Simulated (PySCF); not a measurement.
Compound: (E)-diethyl(styryl)phosphine oxide, C₁₂H₁₇OP.
Atom-mapped SMILES: `[CH3:1][CH2:2][P:3](=[O:4])(/[CH:5]=[CH:6]/[c:7]1[cH:8][cH:9][cH:10][cH:11][cH:12]1)[CH2:13][CH3:14]` (hydrogens: H15, H16, H17 on C1; H18, H19 on C2; H20 on C5; H21 on C6; H22 on C8; H23 on C9; H24 on C10; H25 on C11; H26 on C12; H27, H28 on C13; H29, H30, H31 on C14)

Computed, not measured: PySCF 2.14.0, PBE0-D3(BJ)/def2-SVP geometry optimisation, gas phase.

Q: Give the optimised bond lengths and angles.

A: 
| bond | length (Å) | order |
| --- | --- | --- |
| C1–C2, C13–C14 | 1.522 | single |
| C2–P3, P3–C13 | 1.827 | single |
| P3=O4 | 1.504 | double |
| P3–C5 | 1.803 | single |
| C5=C6 | 1.344 | double |
| C6–C7 | 1.464 | single |
| C7–C8, C7–C12 | 1.404 | aromatic |
| C8–C9, C11–C12 | 1.391 | aromatic |
| C9–C10, C10–C11 | 1.395 | aromatic |
| C1–H15 and 5 like bonds | 1.100 | single |
| C2–H18, C13–H28 | 1.103 | single |
| C2–H19, C13–H27 | 1.103 | single |
| C5–H20 | 1.096 | single |
| C6–H21 | 1.098 | single |
| C8–H22, C12–H26 | 1.093 | single |
| C9–H23, C11–H25 | 1.093 | single |
| C10–H24 | 1.093 | single |

Bonds in one row agree within 0.01 Å and their mean is given. Orders are formal, as drawn. A selection of angles:
| angle | degrees |
| --- | --- |
| C1–C2–P3 | 112.0 |
| C2–P3–O4 | 113.5 |
| C2–P3–C5 | 105.4 |
| C2–P3–C13 | 106.0 |
| O4–P3–C5 | 112.4 |
| P3–C5–C6 | 117.5 |
| C5–C6–C7 | 128.1 |
| C6–C7–C8 | 118.5 |
| C6–C7–C12 | 123.1 |
| C8–C7–C12 | 118.4 |
| C7–C8–C9 | 120.9 |
| C8–C9–C10 | 120.0 |
| C9–C10–C11 | 119.7 |

Dihedral angles: C1–C2–P3–O4 51° (synclinal); C2–P3–C5–C6 -123° (anticlinal); P3–C5–C6–C7 179° (antiperiplanar); C5–C6–C7–C8 -178° (antiperiplanar); C2–P3–C13–C14 175° (antiperiplanar). The mirror-image conformer, all signs reversed, is as good.

The 3 C–P bonds span 1.803 Å (P3–C5, drawn single) to 1.827 Å (P3–C13, drawn single), a spread of 0.024 Å. P3 (phosphoryl phosphorus) is distorted tetrahedral (angles from 105.4° to 113.5°). The C–C distances run from 1.344 Å (C5=C6, drawn double) to 1.523 Å (C1–C2, drawn single), a spread of 0.179 Å. The 6-membered ring C7–C8–C9–C10–C11–C12 has internal angles of 118.4° to 120.9°; it is planar, 0.00 Å rms from its mean plane, widest ring torsion 0°. Of the pairs four or more bonds apart, O4···H21 is among the closest relative to their van der Waals radii: 2.44 Å, 90 % of the sum of Bondi's values.

Point group: C1 (no symmetry element, even within 0.4 Å). No frequency check. The numbers are those of one conformer.
